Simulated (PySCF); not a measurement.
Some computed properties have been withheld. Give your best values.

Compound: C₅H₇Cl₂O (doublet state).
SMILES: `C=[C]CC(Cl)(Cl)CO`

Conformer (atom-mapped SMILES and torsion angles): `[CH2:1]=[C:2][CH2:3][C:4]([Cl:5])([Cl:6])[CH2:7][OH:8]`: C1–C2–C3–C4 151°, C2–C3–C4–Cl5 62°, C3–C4–C7–O8 180°, H–O8–C7–C4 -53°.

```csv
property,level,value
point group of the GFN2-xTB geometry,GFN2-xTB,C1
"rotational constants A, B, C of the GFN2-xTB geometry",GFN2-xTB,?
isotropic g value,"unrestricted B3LYP/pcH-1, mean-field spin–orbit",?
spin squared ⟨S²⟩,unrestricted B3LYP/pcH-1,?
largest isotropic hyperfine couplings (means over sets of like nuclei),"unrestricted B3LYP/pcH-1, mean-field spin–orbit",?
```

The electronic properties come from PySCF, for the isolated species, density fitting. Hyperfine couplings depend on the geometry, which wasn't re-optimised at a DFT level. Couplings of like nuclei are plain means over topologically equivalent atoms, as if these changed places fast (by rotation of a methyl-like group, say); in this geometry the members of some sets differ.

Q: Give the largest isotropic hyperfine couplings (means over sets of like nuclei).

A: 13C +267.3, 1H +184.9, 1H +124.0, 1H +49.8 (×2), 13C +43.1 MHz.

Q: Give the spin squared ⟨S²⟩.

A: 0.759.

Q: The isotropic g value?

A: 2.00285.

Q: Give the rotational constants A, B, C of the GFN2-xTB geometry.

A: 1.811, 0.973, 0.934 GHz.

At 9.50 GHz, hν = g·μB·B₀ (B₀ the magnetic field) puts the centre of the isotropic spectrum, to first order, at 338.9 mT. g_iso is shifted by about +530 ppm from the free-electron value 2.002319. With B = h/(8π²I), that is 505.379 GHz u Å² over I, the principal moments of inertia are 279.0, 519.5 and 541.0 u Å² (most abundant isotopes).

One conformer stands for the species.
